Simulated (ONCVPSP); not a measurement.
# iron: ONCV pseudisation with PBE, scalar-relativistic reference atom.

| Item | Value |
| --- | --- |
| Element | iron |
| Generator | ONCVPSP 4.0.1 |
| Type | optimised norm-conserving Vanderbilt (ONCV) |
| Functional | PBE |
| Relativity | scalar-relativistic |
| Frozen core | [Ne] |
| Valence charge | 16 |
| Reference configuration | 3s2 3p6 3d6 4s2 |
| Partial waves | 3s+4s: rc 1.60 bohr, ncon 3, nbas 6, qcut 8.7 1/bohr, 2 projectors; 3p: rc 1.10 bohr, ncon 4, nbas 7, qcut 10.3 1/bohr, 2 projectors, debl 0.3 Ha; 3d: rc 1.20 bohr, ncon 4, nbas 9, qcut 14.8 1/bohr, 2 projectors, debl 2.1 Ha |
| Local potential | polynomial inside 0.70 bohr (lpopt 3, dvloc0 2 Ha) |
| Core correction | Teter function, fcfact 5.5, rcfact 1.5 |

In the p channel the program set the typed energies aside and used -2.207, 0.250 Ha.

All-electron outer shells of the reference configuration (PBE, scalar-relativistic, ld1.x):

```json
{"shell": "2p", "level (eV)": "-698.45", "outermost node (bohr)": "–", "outermost maximum (bohr)": "0.18"}
{"shell": "3s", "level (eV)": "-94.02", "outermost node (bohr)": "0.33", "outermost maximum (bohr)": "0.70"}
{"shell": "3p", "level (eV)": "-60.04", "outermost node (bohr)": "0.30", "outermost maximum (bohr)": "0.72"}
{"shell": "3d", "level (eV)": "-7.50", "outermost node (bohr)": "–", "outermost maximum (bohr)": "0.71"}
{"shell": "4s", "level (eV)": "-5.29", "outermost node (bohr)": "1.00", "outermost maximum (bohr)": "2.41"}
```

Question: Estimate the cutoffs (Ha) at which the residual kinetic energy of the hardest occupied pseudo-wave falls to 1 and 0.1 mHa per electron.

Answer: 74 Ha and 85 Ha.

Question: What does a ghost test show?

Answer: No bound ghost flagged; no localised positive-energy state flagged.

Question: Which valence shell sets the plane-wave cutoff?

Answer: 3d: 74 Ha for 1 mHa per electron, against 33 Ha for 3p.

Question: Tests: 3s2 3p6 3d6 4s1; 3s2 3p6 3d6 4s0; 3s2 3p6 3d5 4s0; 3s2 3p6 3d6 4s0 4p2. Which has the largest error in its energy relative to the reference configuration, and how large is it?

Answer: 3s2 3p6 3d5 4s0, with -3.8 meV (all-electron minus pseudo) on +59.16 eV.
